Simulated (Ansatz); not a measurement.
**Abstraction of H: B(CH3)2F + C2H2FSi → B(CH2)(CH3)F + C2H3FSi**

Species: B(CH3)2F, singlet; C2H2FSi `C#C[SiH]F`, doublet; B(CH2)(CH3)F, doublet; C2H3FSi `C#C[SiH2]F`, singlet. A radical takes H: the energy is the difference in strength between the C–H bond broken and the Si–H bond made.

Shapes, held fixed at every level: PBE0-D4/def2-TZVP. Flexible molecules stand in one conformer, not always the lowest. Programs: Ansatz 0.2.0. The zero-point and thermal change to 298 K, harmonic and unscaled (PBE0-D4/def2-TZVP), is -8.1 kJ/mol.

(1) Estimate ΔH(298 K) of this reaction.

Answers

(1) The highest level, CCSD(T)/CBS estimate, gives ΔH(298 K) = +9.8 kJ/mol; the levels span -17.9 to +48.9. They disagree on the sign: 7 of 8 are positive. The column of differences is taken from that level and isn't an error. No measured value is set beside it here. Spin contamination: C2H2FSi (⟨S²⟩ up to 0.82). Open shells run unrestricted. The CBS estimate extrapolates MP2 from def2-TZVPP and def2-QZVPP and adds CCSD(T) − MP2 in the triple-zeta set, cores frozen.

```json
{"level": "MP2/def2-SVP", "kind": "perturbation theory", "ΔH(298 K) (kJ/mol)": "+6.5", "less CCSD(T)/CBS estimate": "-3.3"}
{"level": "HF/def2-TZVPP", "kind": "Hartree–Fock", "ΔH(298 K) (kJ/mol)": "-17.9", "less CCSD(T)/CBS estimate": "-27.7"}
{"level": "SPW92/def2-TZVPP", "kind": "LDA", "ΔH(298 K) (kJ/mol)": "+48.9", "less CCSD(T)/CBS estimate": "+39.1"}
{"level": "PBE-D4/def2-TZVPP", "kind": "GGA", "ΔH(298 K) (kJ/mol)": "+33.1", "less CCSD(T)/CBS estimate": "+23.3"}
{"level": "BHLYP-D4/def2-TZVPP", "kind": "global hybrid", "ΔH(298 K) (kJ/mol)": "+2.6", "less CCSD(T)/CBS estimate": "-7.2"}
{"level": "wB97M-V/def2-TZVPP", "kind": "range-separated hybrid", "ΔH(298 K) (kJ/mol)": "+10.1", "less CCSD(T)/CBS estimate": "+0.3"}
{"level": "B2PLYP/def2-TZVPP", "kind": "double hybrid", "ΔH(298 K) (kJ/mol)": "+12.7", "less CCSD(T)/CBS estimate": "+2.9"}
{"level": "CCSD(T)/CBS estimate", "kind": "coupled cluster or CI", "ΔH(298 K) (kJ/mol)": "+9.8", "less CCSD(T)/CBS estimate": "0.0"}
```
